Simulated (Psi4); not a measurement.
isobutene (C$_{4}$H$_{8}$), singlet, at a GFN2-xTB geometry; B3LYP/def2-SV(P) (Psi4).

The Psi4 input:
```
memory 2 GB

molecule {
0 1
C    -0.00358310   -0.00726810    1.44953113
C    -0.00031404   -0.00063701    0.12704302
H    -0.00279626    0.90390212    2.02374365
H    -0.00718605   -0.92415062    2.01456675
C     0.00471228    1.26727735   -0.67219236
H     0.00522655    2.14004904   -0.02485143
H     0.88583506    1.30548006   -1.31233657
H    -0.87305594    1.30972549   -1.31666310
C    -0.00135772   -1.26047284   -0.68488177
H    -0.00505058   -2.13969210   -0.04633590
H    -0.87930414   -1.29223249   -1.32972503
H     0.87958687   -1.29647792   -1.32539850
}

set {
  basis def2-sv(p)
  dft_spherical_points 194
}

energy('b3lyp')
print_variables()
```

Q: Write the output that Psi4 gives for this input, abridged.

A: 
```
   => Loading Basis Set <=

    Name: DEF2-SV(P)
    Role: ORBITAL
    Keyword: BASIS

         ---------------------------------------------------------
                                   SCF
               by Justin Turney, Rob Parrish, Andy Simmonett
                          and Daniel G. A. Smith
                              RKS Reference
         ---------------------------------------------------------

  ==> Geometry <==

    Molecular point group: c1
    Full point group: C1

    Geometry (in Angstrom), charge = 0, multiplicity = 1:

       Center              X                  Y                   Z               Mass
    ------------   -----------------  -----------------  -----------------  -----------------
         C           -0.003525486270    -0.007151231593     1.426223353773    12.000000000000
         C           -0.000256426270    -0.000520141593     0.103735243773    12.000000000000
         H           -0.002738646270     0.904018988407     2.000435873773     1.007825032230
         H           -0.007128436270    -0.924033751593     1.991258973773     1.007825032230
         C            0.004769893730     1.267394218407    -0.695500136227    12.000000000000
         H            0.005284163730     2.140165908407    -0.048159206227     1.007825032230
         H            0.885892673730     1.305596928407    -1.335644346227     1.007825032230
         H           -0.872998326270     1.309842358407    -1.339970876227     1.007825032230
         C           -0.001300106270    -1.260355971593    -0.708189546227    12.000000000000
         H           -0.004992966270    -2.139575231593    -0.069643676227     1.007825032230
         H           -0.879246526270    -1.292115621593    -1.353032806227     1.007825032230
         H            0.879644483730    -1.296361051593    -1.348706276227     1.007825032230

  Running in c1 symmetry.

  Rotational constants: A =      0.30761  B =      0.28479  C =      0.15644 [cm^-1]
  Rotational constants: A =   9221.93935  B =   8537.71827  C =   4689.87397 [MHz]
  Nuclear repulsion =  120.428265379940527

  Charge       = 0
  Multiplicity = 1
  Electrons    = 32
  Nalpha       = 16
  Nbeta        = 16

  ==> Algorithm <==

  SCF Algorithm Type is DF.
  DIIS enabled.
  MOM disabled.
  Fractional occupation disabled.
  Guess Type is SAD.
  Energy threshold   = 1.00e-06
  Density threshold  = 1.00e-06
  Integral threshold = 1.00e-12

  ==> Primary Basis <==

  Basis Set: DEF2-SV(P)
    Blend: DEF2-SV(P)
    Number of shells: 40
    Number of basis functions: 72
    Number of Cartesian functions: 76
    Spherical Harmonics?: true
    Max angular momentum: 2

  ==> DFT Potential <==

   => LibXC <=

    Version 7.1.2
    S. Lehtola, C. Steigemann, M. J. T. Oliveira, and M. A. L. Marques,  SoftwareX 7, 1–5 (2018) (10.1016/j.softx.2017.11.002)

   => Composite Functional: B3LYP <=

    B3LYP Hyb-GGA Exchange-Correlation Functional

    P. J. Stephens, F. J. Devlin, C. F. Chabalowski, and M. J. Frisch,  J. Phys. Chem. 98, 11623 (1994) (10.1021/j100096a001)

    Deriv               =              1
    GGA                 =           TRUE
    Meta                =          FALSE

    Exchange Hybrid     =           TRUE
    MP2 Hybrid          =          FALSE

   => Exchange Functionals <=

    0.0800   Slater exchange
    0.7200         Becke 88

   => Exact (HF) Exchange <=

    0.2000               HF

   => Correlation Functionals <=

    0.1900   Vosko, Wilk & Nusair (VWN5_RPA)
    0.8100   Lee, Yang & Parr

   => LibXC Density Thresholds  <==

    XC_HYB_GGA_XC_B3LYP:  1.00E-15

   => Molecular Quadrature <=

    Radial Scheme          =       TREUTLER
    Pruning Scheme         =           NONE
    Nuclear Scheme         =       TREUTLER

    Blocking Scheme        =         OCTREE
    BS radius alpha        =              1
    Pruning alpha          =              1
    Radial Points          =             75
    Spherical Points       =            194
[...]

  ==> Integral Setup <==

  SCF_SUBTYPE=INCORE selected. In-core MEM_DF algorithm will be used.
  Using in-core AOs.

  ==> MemDFJK: Density-Fitted J/K Matrices <==

    J tasked:                   Yes
    K tasked:                   Yes
    wK tasked:                   No
    Algorithm:                 Core
    Schwarz Cutoff:           1E-12
    Mask sparsity (%):       0.1157
    Fitting Condition:        1E-10

   => Auxiliary Basis Set <=

  Basis Set: (DEF2-SV(P) AUX)
    Blend: DEF2-UNIVERSAL-JKFIT
    Number of shells: 148
    Number of basis functions: 444
    Number of Cartesian functions: 516
    Spherical Harmonics?: true
    Max angular momentum: 4

  Minimum eigenvalue in the overlap matrix is 2.3665347329E-03.
  Reciprocal condition number of the overlap matrix is 3.8446133020E-04.
    Using symmetric orthogonalization.

  ==> Pre-Iterations <==

  SCF Guess: Superposition of Atomic Densities via on-the-fly atomic UHF (no occupation information).

   -------------------------
    Irrep   Nso     Nmo
   -------------------------
     A         72      72
   -------------------------
    Total      72      72
   -------------------------

  ==> Iterations <==

                           Total Energy        Delta E     RMS |[F,P]|

   @DF-RKS iter SAD:  -156.51845104424842   -1.56518e+02   0.00000e+00
   @DF-RKS iter   1:  -156.65365846847874   -1.35207e-01   1.21618e-02 ADIIS/DIIS
   @DF-RKS iter   2:  -156.51458115991861    1.39077e-01   1.37344e-02 ADIIS/DIIS
   @DF-RKS iter   3:  -157.08632843840755   -5.71747e-01   1.46585e-03 ADIIS/DIIS
   @DF-RKS iter   4:  -157.08933918708894   -3.01075e-03   1.00523e-03 ADIIS/DIIS
   @DF-RKS iter   5:  -157.09203156542532   -2.69238e-03   1.24233e-04 ADIIS/DIIS
   @DF-RKS iter   6:  -157.09207290793955   -4.13425e-05   2.94994e-05 DIIS
   @DF-RKS iter   7:  -157.09207513904309   -2.23110e-06   2.72503e-06 DIIS
   @DF-RKS iter   8:  -157.09207515864367   -1.96006e-08   3.84219e-07 DIIS
  Energy and wave function converged.

  ==> Post-Iterations <==

   Electrons on quadrature grid:
      Ntotal   =   31.9998833604 ; deviation = -1.166e-04

    Orbital Energies [Eh]
    ---------------------

    Doubly Occupied:

[...]
      16A     -0.248873

    Virtual:

[...]
    Final Occupation by Irrep:
              A
    DOCC [    16 ]
    NA   [    16 ]
    NB   [    16 ]

  @DF-RKS Final Energy:  -157.09207515864367

   => Energetics <=

    Nuclear Repulsion Energy =            120.4282653799405267
    One-Electron Energy =                -447.8052984111353680
    Two-Electron Energy =                 190.2555567306980322
    DFT Exchange-Correlation Energy =     -19.9705988581468468
    Empirical Dispersion Energy =           0.0000000000000000
    VV10 Nonlocal Energy =                  0.0000000000000000
    Total Energy =                       -157.0920751586436666

Computation Completed

Properties will be evaluated at   0.000000,   0.000000,   0.000000 [a0]

Properties computed using the SCF density matrix

 Multipole Moments:

 ------------------------------------------------------------------------------------
     Multipole            Electronic (a.u.)      Nuclear  (a.u.)        Total (a.u.)
 ------------------------------------------------------------------------------------

 L = 1.  Multiply by 2.5417464519 to convert [e a0] to [Debye]
 Dipole X            :         -0.0029459            0.0034840            0.0005381
 Dipole Y            :         -0.0059757            0.0070671            0.0010915
 Dipole Z            :          1.1917696           -1.4094501           -0.2176805
 Magnitude           :                                                    0.2176839

 ------------------------------------------------------------------------------------

  Variable Map:
  ----------------------------------------------------------------------------
[...]
  Array Variable Map:
  ----------------------------------------------------------------------------
[...]
[...]
```
